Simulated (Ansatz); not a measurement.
A nudged elastic band was laid between two geometries of C₂H₈Al₂S (13 atoms, charge 0, multiplicity 1).

All numbers below come from RHF/6-31G in Ansatz 0.2.0.

* movable images: 2
* climbing image: no
* spring: 5.0 eV/Å²
* optimiser: quadratic models (default)
* start path: IDPP
* force threshold: 0.05 eV/Å
* iteration limit: 60
* end points: relaxed

Initial state:

```xyz
13
Properties=species:S:1:pos:R:3
C -2.709 -0.736 -0.135
Al -0.930 -0.479 0.697
C 0.744 -0.881 -0.296
S 0.932 0.932 -0.977
Al 2.795 1.827 -0.074
H -2.904 -1.789 -0.327
H -2.765 -0.221 -1.091
H -3.508 -0.358 0.496
H -0.723 0.080 2.188
H 0.691 -1.514 -1.167
H 1.619 -1.129 0.287
H 3.690 0.887 0.848
H 3.087 3.346 -0.434
```

Final state:

```xyz
13
Properties=species:S:1:pos:R:3
C -2.592 -1.076 -0.229
Al -0.814 -0.766 0.586
C 0.824 -0.645 -0.533
S 0.722 1.289 -0.715
Al 2.528 2.179 0.302
H -3.399 -0.869 0.467
H -2.695 -2.110 -0.556
H -2.732 -0.448 -1.104
H -0.581 -0.588 2.163
H 0.791 -1.033 -1.539
H 1.763 -0.905 -0.068
H 3.613 1.172 0.889
H 2.592 3.764 0.352
```

(1) What changes between the two ends?

(2) Give the energies along the band, and the barrier.

(3) What is the geometry of the highest image?

Results:

(1) No bond is made or broken. The dihedral H8–C1–Al2–H9 goes from 6 to 135°.

(2) It converged. The highest image is number 2 of 0 to 3, 0.0 kcal/mol above the ends, which have the same energy within 2 meV. The top lies less than 8 meV above the higher end, about what the thresholds resolve: the motion is nearly free. No image climbed, so the highest image needn't sit at the top of the path. So few images can step over the top or miss a turn of the path. Limits of this set-up: no polarisation functions.

| image | path coordinate (Å) | energy (kcal/mol) | dihedral H8–C1–Al2–H9 (°) |
| --- | --- | --- | --- |
| 0 | 0.00 | 0.0 | 6 |
| 1 | 1.21 | 0.0 | 48 |
| 2 | 2.43 | 0.0 | 91 |
| 3 | 3.64 | 0.0 | 135 |

(3) 
```xyz
13
Properties=species:S:1:pos:R:3
C -2.587 -1.082 -0.350
Al -0.814 -0.831 0.499
C 0.843 -0.591 -0.573
S 0.727 1.349 -0.600
Al 2.512 2.169 0.508
H -3.260 -1.640 0.295
H -2.510 -1.605 -1.299
H -3.053 -0.119 -0.549
H -0.611 -0.778 2.090
H 0.837 -0.897 -1.608
H 1.775 -0.881 -0.111
H 3.601 1.126 1.020
H 2.560 3.745 0.692
```

Time of the run: 38 s on 1 thread of AMD EPYC 7R43 64-Core Processor (Zen 3), with other jobs on the host, peak memory 0.17 GiB.
